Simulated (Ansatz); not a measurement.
Consider the ligand exchange at the Si–N bond: `[SiH3]N1BC1` + `OB(O)Cl` → `OB(Cl)O[SiH3]` + `B1CN1`.

Gas-phase electronic energies from Ansatz, PBE0-D4/def2-TZVP geometries. CCSD(T)/CBS is the MP2 limit (def2-TZVPP, def2-QZVPP) plus CCSD(T) − MP2 in def2-TZVPP, frozen cores. This one scheme is used for every species. Functionals use def2-TZVPP. B3LYP here is the variant with VWN-RPA as its local correlation; programs differ in this. Each species was taken in one conformer, which may not be the lowest.

(1) Is it downhill or uphill in electronic energy at CCSD(T)/CBS, and by how much? (Estimate.)

(2) What do these levels give: B97M-V, B3LYP-D4, BHLYP-D4, PBE, BLYP, r2SCAN, B3LYP, r2SCANh, r2SCAN0, HF/def2-SVP, CCSD/def2-SVP, CCSD/CBS(def2)? (An estimate is asked.)

Largest T1 diagnostic among the species: 0.013.

Answers

(1) Computed: Downhill: ΔE = -17.5 kJ/mol.

(2) Ansatz gave: B97M-V -15.4, B3LYP-D4 -18.0, BHLYP-D4 -20.2, PBE -13.4, BLYP -17.7, r2SCAN -16.1, B3LYP -19.0, r2SCANh -16.5, r2SCAN0 -17.0, HF/def2-SVP -17.1, CCSD/def2-SVP -15.6, CCSD/CBS(def2) -18.6 kJ/mol.

In def2-TZVPP, CCSD(T) changes the Hartree–Fock value by +5.2 kJ/mol (the triples alone add +1.2 kJ/mol) and MP2 by +7.0 kJ/mol. From BLYP to BHLYP (50 % exact exchange), in def2-TZVPP and without D4, ΔE moves by −3.2 kJ/mol.
